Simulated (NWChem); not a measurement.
All runs are NWChem calculations. System: H$_{2}$Cl$_{2}$FGaO, charge 0, spin multiplicity 1, at a geometry optimised with PBE/def2-SVP. The structure started from a generated list of species. Level: MP2/def2-TZVP, 21 core orbitals frozen.

Output (cleaned and shortened):

```
             Northwest Computational Chemistry Package (NWChem) 7.3.0
             --------------------------------------------------------

                                NWChem Input Module
                                -------------------

 Scaling coordinates for geometry "geometry" by  1.889725989
 (inverse scale =  0.529177249)

                             Geometry "geometry" -> ""
                             -------------------------

 Output coordinates in angstroms (scale by  1.889725989 to convert to a.u.)

  No.       Tag          Charge          X              Y              Z
 ---- ---------------- ---------- -------------- -------------- --------------
    1 Ga                  31.0000     0.18372700    -0.03258000    -0.07009400
    2 F                    9.0000     1.65231400    -1.03769900    -0.22003100
    3 Cl                  17.0000    -0.16184900     0.83032500     1.89013200
    4 Cl                  17.0000    -0.57771900     0.89033400    -1.85237700
    5 O                    8.0000    -0.85097400    -1.83303200     0.26003600
    6 H                    1.0000    -1.11982300    -1.81011600     1.20393500
    7 H                    1.0000    -0.06610700    -2.42756900     0.22712000

 Effective nuclear repulsion energy (a.u.)     585.7078487824

            Nuclear Dipole moment (a.u.)
            ----------------------------
        X                 Y               Z
 ---------------- ---------------- ----------------
    -0.0000283459    -0.0000170075    -0.0000283459


 Summary of "ao basis" -> "" (spherical)
 ------------------------------------------------------------------------------
       Tag                 Description            Shells   Functions and Types
 ---------------- ------------------------------  ------  ---------------------
 *                         def2-tzvp                  on all atoms

 Summary of "ao basis" -> "ao basis" (spherical)
 ------------------------------------------------------------------------------
       Tag                 Description            Shells   Functions and Types
 ---------------- ------------------------------  ------  ---------------------
 Ga                        def2-tzvp                16       48   6s5p4d1f
 F                         def2-tzvp                11       31   5s3p2d1f
 Cl                        def2-tzvp                13       37   5s5p2d1f
 O                         def2-tzvp                11       31   5s3p2d1f
[...]
     2   2 0 0    -42.187399      0.000000    138.516404
     2   1 1 0      3.468887      0.000000    -42.779082
     2   1 0 1     -1.708088      0.000000     22.095214
     2   0 2 0    -34.480226      0.000000    253.439226
     2   0 1 1     -3.324364      0.000000    -20.622522
     2   0 0 2    -42.064787      0.000000    434.585370

                   NWChem MP2 Semi-direct Energy/Gradient Module
                   ---------------------------------------------

  Basis functions       =    196
  Molecular orbitals    =    196
  Frozen core           =     21
  Frozen virtuals       =      0
  Active alpha occupied =     21
  Active beta occupied  =     21
  Active alpha virtual  =    154
  Active beta virtual   =    154
  Use MO symmetry       = F
  Use skeleton AO sym   = F

  AO/Fock/Back tols     =   1.0D-09  1.0D-09  1.0D-09

 GA uses MA = F    GA memory limited = T

 Available:
  local mem=  1.15D+08
 global mem=  1.31D+08
 local disk=  0.00D+00
  mp2_memr nvloc                   154
  nvloc new                   154
   1 passes of  21:        5242880                     240003                 191828911.
   1 passes of  21: M    114666156           G      130995168           F     109423276.
  mp2_memr nvloc                   154
  nvloc new                   154
   2 passes of  11:        5242880                     163034                 100513071.
   2 passes of  11: M    114666156           G      130995168           F     109423276.

 Semi-direct pass number   1 of   2  for RHF alpha+beta  at      116.6s
  vrange nnbf                 17440
  mp2_eaftype                   383  avail_ma_in_mb                   999
 EAF : mp2_eaftype filesize         383   50256536.
  mp2_eaf for mointskh                    383
Node 0 wrote    236.3 Mb in      0.2 s     Agg I/O rate:  1234.9 Mb/s
 Done moints_semi at      155.9s
  mp2_eaftype                   383  avail_ma_in_mb                   616
 EAF : mp2_eaftype filesize         383   50256536.
  mp2_eaf for kh                   383
 Done maket at      157.2s
 Semi-direct pass number   2 of   2  for RHF alpha+beta  at      157.2s
  vrange nnbf                 17440
  mp2_eaftype                   383  avail_ma_in_mb                   616
 EAF : mp2_eaftype filesize         383   50256536.
  mp2_eaf for mointskh                    383
Node 0 wrote    214.9 Mb in      0.2 s     Agg I/O rate:  1334.7 Mb/s
 Done moints_semi at      199.2s
  mp2_eaftype                   383  avail_ma_in_mb                   616
 EAF : mp2_eaftype filesize         383   50256536.
  mp2_eaf for kh                   383
 Done maket at      200.4s
 Done multipass loop at      200.4s

          -------------------------------------------
          SCF energy               -3018.014577145937
          Correlation energy          -1.091696825172
          Singlet pairs               -0.646797037095
          Triplet pairs               -0.444899788077
          Total MP2 energy         -3019.106273971109
          -------------------------------------------

          ---------------------------------------------------
                    Spin Component Scaled (SCS) MP2
          Same spin pairs                     -0.296599858718
          Same spin scaling factor             0.333333333333
          Opposite spin pairs                 -0.795096966454
          Opposite spin scaling fact.          1.200000000000
          SCS-MP2 correlation energy          -1.052982979317
          Total SCS-MP2 energy             -3019.067560125255
          ---------------------------------------------------

 -----------------------
 Performance information
 -----------------------

 Timer overhead =  2.11D-07 seconds/call

               Nr. of calls         CPU time (s)                 Wall time (s)                GFlops
             ---------------    -------------------     ------------------------------   -------------------
Name         Min   Avg   Max    Min     Avg     Max     Min     Avg     Max   Mx/calls   Min     Max     Sum
mp2: moin     2     2     2    81.     81.     81.      81.     81.     81.     41.      0.0     0.0     0.0
mp2: make     2     2     2    2.6     2.6     2.6      2.6     2.6     2.6     1.3      0.0     0.0     0.0
mp2: tota     1     1     1    84.     84.     84.      84.     84.     84.     84.      0.0     0.0     0.0

 The average no. of pstat calls per process was 5.00D+00
 with a timing overhead of 1.06D-06s

 Task  times  cpu:      200.4s     wall:      200.4s

 Total times  cpu:      200.4s     wall:      200.4s
```

Task: Write an NWChem input that would produce this output.

Result: Several could match; the one computed here: 
```
start mol
memory heap 200 mb stack 800 mb global 1000 mb
geometry units angstroms nocenter noautoz noautosym
  Ga     0.183727    -0.032580    -0.070094
  F      1.652314    -1.037699    -0.220031
  Cl    -0.161849     0.830325     1.890132
  Cl    -0.577719     0.890334    -1.852377
  O     -0.850974    -1.833032     0.260036
  H     -1.119823    -1.810116     1.203935
  H     -0.066107    -2.427569     0.227120
end
basis spherical
  * library def2-tzvp
end
scf
  rhf
  nopen 0
  maxiter 100
  thresh 1e-7
  semidirect memsize 60000000 filesize 0
end
mp2
  freeze core 21
end
task mp2 energy
```
